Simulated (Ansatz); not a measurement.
Molecule: sum formula ReO$_{2}$H$_{2}$, charge 0, multiplicity 4. The spin state was set by rule; other spins were not relaxed. SMILES: [OH][Re][OH]
Geometry from a B3LYP-D3(BJ)/def2-TZVP (Ansatz, a first-principles code) optimisation:
```
Re
O 1 1.8816
H 2 0.9642 1 126.29
O 1 1.8816 2 168.78 3 -96.88
H 4 0.9642 1 126.29 2 96.88
```
Charge 0, spin multiplicity 4.

Quantity: atomisation energy (electronic, to ground-state atoms), in kJ/mol. Valence correlation only, unless marked. Open shells are spin-unrestricted. Spin-orbit coupling is left out. Frozen are the shells of the preceding noble gas and the d and f shells that filled before the atom's block. Past Kr the def2 sets carry scalar-relativistic core potentials. The coupled-cluster limit lacks core correlation, which all-electron functionals hold. CBS marks a two-point X^-3 extrapolation of the correlation energy; Hartree-Fock from the larger set. [CCSD(T)-MP2]/basis is that difference in the basis named.

| level | program | atomisation energy (kJ/mol) |
|---|---|---|
| HF/def2-QZVPP | Ansatz | 909.4 |
| SVWN5/def2-TZVPD | Ansatz | 2012.8 |
| PBE-D3(BJ)/def2-TZVPD | Ansatz + dftd3 | 1726.9 |
| PBE-D4/def2-TZVPD | Ansatz + dftd4 | 1727.4 |
| revPBE-D4/def2-TZVPD | Ansatz + dftd4 | 1657.4 |
| B97M-V/def2-TZVPD | Ansatz | 1610.2 |
| B3LYP-D3(BJ)/def2-TZVPD | Ansatz + dftd3 | 1643.5 |

Question: Predict the RI-MP2/CBS(def2-TZVPPD,def2-QZVPPD)+[CCSD(T)-MP2]/def2-TZVPPD result (Ansatz).

Answer: 1629.3 kJ/mol, so B3LYP-D3(BJ)/def2-TZVPD differs from it by 14.2 kJ/mol.
